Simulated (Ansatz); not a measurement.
One change: `[SiH3][N]([SiH3])[Sn][Cl]` becomes `[F][Sn][N]([SiH3])[SiH3]`.

Ansatz, PBE0-D4/def2-TZVP geometries, multiplicity 1. Each molecule was computed in one conformer, which needn't be the lowest.

Elements past krypton have def2 core potentials.

```tsv
property	`[SiH3][N]([SiH3])[Sn][Cl]`
LUMO energy (PBE0/def2-TZVPP) / eV	-2.67
ideal-gas entropy at 298 K and 1 bar (rigid rotor, harmonic PBE0-D4/def2-TZVP) / J/(mol·K)	409
LUMO energy (PBE/def2-TZVPP) / eV	-3.33
HOMO energy (B3LYP/def2-TZVPP) / eV	-7.59
HOMO energy (PBE0/def2-TZVPP) / eV	-7.78
HOMO–LUMO gap (PBE0/def2-TZVPP) / eV	5.10
```

Question: Give the same properties after the change, and the shifts. (Best estimate.)

Answer: Computed: 
```
                                                                                  property  `[F][Sn][N]([SiH3])[SiH3]`  shift
                                                        LUMO energy (PBE0/def2-TZVPP) / eV                       -2.52   0.15
ideal-gas entropy at 298 K and 1 bar (rigid rotor, harmonic PBE0-D4/def2-TZVP) / J/(mol·K)                         400     -9
                                                         LUMO energy (PBE/def2-TZVPP) / eV                       -3.18   0.15
                                                       HOMO energy (B3LYP/def2-TZVPP) / eV                       -7.55   0.04
                                                        HOMO energy (PBE0/def2-TZVPP) / eV                       -7.77   0.01
                                                      HOMO–LUMO gap (PBE0/def2-TZVPP) / eV                        5.25   0.15
```

Modes under 60 cm⁻¹, often nearly free rotors, make the harmonic entropy too high.

B3LYP here is the variant with VWN-RPA as its local correlation; programs differ in this.
